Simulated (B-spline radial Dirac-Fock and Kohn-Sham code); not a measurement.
# Dipole and non-dipole photoemission parameters of Rh²⁺ 4p3/2

System: Rh²⁺, [Kr] 4d7; threshold 76.72 eV (orbital energy of the model). Model: Dirac-Hartree-Slater photoionisation with a Latter tail; cross sections with all multipoles, angular parameters from the dipole term and its interference with E2. Program: an atomic code on a B-spline grid.

Input of the calculation (task.json; shells as n, l, electrons):

```json
{"items": [{
  "Z": 45,
  "q": 2,
  "cfg": [[1, 0, 2], [2, 0, 2], [2, 1, 6], [3, 0, 2], [3, 1, 6], [3, 2, 10], [4, 0, 2], [4, 1, 6], [4, 2, 7]],
  "A": 103,
  "rrms": 4.4945,
  "do": "xps",
  "hv": [80, 100, 150, 158.0, 184.0, 200, 261.0, 299.0, 330.0, 450.0, 464.0, 473.0, 572.0, 653.0, 672.0, 800, 1000.0, 1600.0, 2250.0, 2984.4, 3750.0, 4890.0, 5490.0, 6000, 8470.0, 9251.7, 9880.0, 9960.0, 13200.0, 14100.0]
}]}
```

Run with: `python xray2_run.py task.json out`

```csv
hν (eV),σ (kb),β,γ,δ
100,376,-0.140,0.417,-0.066
150,286,0.166,-0.076,0.026
158,?,?,?,?
184,263,0.594,0.012,0.034
200,252,0.738,0.062,0.032
261,209,1.096,0.172,0.021
299,185,1.233,0.195,0.015
330,167,1.316,0.198,0.012
450,116,1.503,0.147,0.003
464,111,1.517,0.139,0.003
473,109,1.525,0.134,0.003
572,83.2,1.594,0.078,0.001
653,68.1,1.630,0.041,0.000
672,65.1,1.636,0.034,0.000
800,49.2,1.669,-0.003,0.000
1000,33.5,1.693,-0.027,0.001
1600,13.8,1.691,0.040,0.003
2250,6.75,1.656,0.192,0.007
2984.4,3.57,1.607,0.377,0.012
3750,2.07,1.557,0.559,0.018
4890,1.06,1.486,0.797,0.030
5490,0.785,1.450,0.908,0.036
6000,0.620,1.422,0.994,0.042
8470,0.239,1.297,1.336,0.073
9251.7,0.186,1.262,1.423,0.083
9880,0.154,1.235,1.487,0.091
9960,0.150,1.232,1.495,0.092
13200,0.0650,1.110,1.763,0.135
14100,0.0531,1.079,1.823,0.147
```

Task: Give the values at 158 eV.

Result: σ = 281 kb, β = 0.284, γ = -0.065, δ = 0.031.
